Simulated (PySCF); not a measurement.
Molecule: C₄H₅NS (charge 0, singlet). 
Geometry from a B3LYP-D3(BJ)/def2-TZVP (Ansatz) optimisation:
```xyz
11

N     -2.0348    -1.2204     0.3367
C     -0.8331    -0.5416     0.1140
C      0.4311    -1.2084     0.0961
C      1.4777    -0.3509    -0.0665
S      0.9559     1.2775    -0.1913
C     -0.6975     0.8142    -0.0368
H     -2.8589    -0.7074     0.0634
H     -2.0530    -2.1567    -0.0386
H      0.5428    -2.2778     0.2097
H      2.5265    -0.5926    -0.1138
H     -1.4770     1.5578    -0.0571
```
Charge 0, spin multiplicity 1.

Dispersion corrections to the total energy (kcal/mol) from the dftd3 and dftd4 libraries through PySCF: D3(BJ) without and D4 with the three-body term, each with the damping fitted for the functional named.

```csv
functional,D3(BJ),D4
LC-wPBE,-6.44,?
B2PLYP,-5.59,?
revPBE,-17.33,-22.50
PBE,-6.81,?
HSE06,-4.50,-5.36
CAM-B3LYP,-5.36,-5.82
PBE0,-5.90,-5.78
```

Complete the blanks.


- LC-wPBE, D4: -7.67
- B2PLYP, D4: -4.81
- PBE, D4: -6.90
